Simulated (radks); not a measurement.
The technetium anion Tc- inside a hard spherical wall (all orbitals vanish at R), configuration held at [Kr] 4d6 5s2 and not refilled when levels cross. Method: scalar-relativistic Kohn-Sham, r2SCAN, spin-polarised, spherical densities, finite nucleus; open shells are filled with parallel spins first (spin-orbit coupling, left out, can overturn this in heavy ions); meta-GGA in the generalised Kohn-Sham scheme; Fermi nuclear charge, rms radius 4.4112 fm; computed with a radial shooting solver on a logarithmic mesh with Libxc functionals. Eigenvalues in eV for spin up, with the zero of energy where the potential of the charges vanishes at infinity; a dash marks a level that is unbound or too diffuse for the functional's potential to be trusted. A positive occupied level is held by the wall or, in an anion where self-interaction has pushed it up, behind a barrier. The pressure on the wall is -dE/dV.

R (bohr),E (hartree),kinetic (hartree),e(4s),e(4p),e(4d),e(5s),"e(5p, empty)","e(6s, empty)",pressure (GPa)
12,-4286.33282,4426.016,-67.978,-39.471,-0.254,0.189,3.292,4.852,0.0244
7,-4286.27762,4426.238,-65.942,-37.433,1.656,1.887,5.996,13.966,2.02
5,-4286.02587,4427.168,-61.857,-33.429,5.286,6.141,12.135,33.136,27.9
4,-4285.45485,4429.143,-56.385,-28.184,10.274,13.585,22.039,60.969,148
3,-4283.13621,4436.952,-43.859,-16.208,23.222,38.175,52.343,135.54,1230
2.5,-4279.20789,4450.063,-30.517,-2.827,39.088,73.307,92.730,224.65,4660
2,-4267.72613,4486.156,-2.939,26.716,74.889,158.91,185.66,414.57,23000
